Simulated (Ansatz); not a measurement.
Cartesian coordinates in Å:
```
C 1.079 -1.571 -0.875
C -0.385 -1.110 -0.877
C -1.312 -2.239 -1.311
Si -0.700 -0.574 0.929
C 0.261 1.078 1.036
C -0.142 1.870 2.278
C 0.348 1.975 -0.192
H 1.778 -0.738 -0.767
H 1.284 -2.283 -0.064
H 1.320 -2.092 -1.808
H -0.485 -0.268 -1.571
H -1.249 -3.088 -0.624
H -2.357 -1.921 -1.335
H -1.053 -2.605 -2.311
H 1.271 0.661 1.230
H -1.133 2.317 2.151
H 0.558 2.688 2.477
H -0.185 1.238 3.168
H 0.764 1.459 -1.059
H 0.978 2.850 0.003
H -0.639 2.352 -0.476
```

Charge 0, multiplicity 1.

(1) List the PBE/def2-TZVPP orbital energies in eV (Ansatz). (Estimate.)

Answers

(1) Computed: Occupied: -1779.47, -268.95, -268.80, -268.71, -268.68, -268.61, -268.58, -137.08, -94.03, -93.76, -93.68, -19.59, -19.25, -16.93, -16.82, -14.59, -14.06, -11.69, -11.17, -11.07, -10.51, -9.98, -9.66, -9.35, -9.24, -8.88, -8.29, -8.27, -8.18, -7.98, -6.15, -4.74. Lowest empty: -2.91, 0.20, 0.29, 1.14, 1.30, 1.48, 1.73, 1.94.
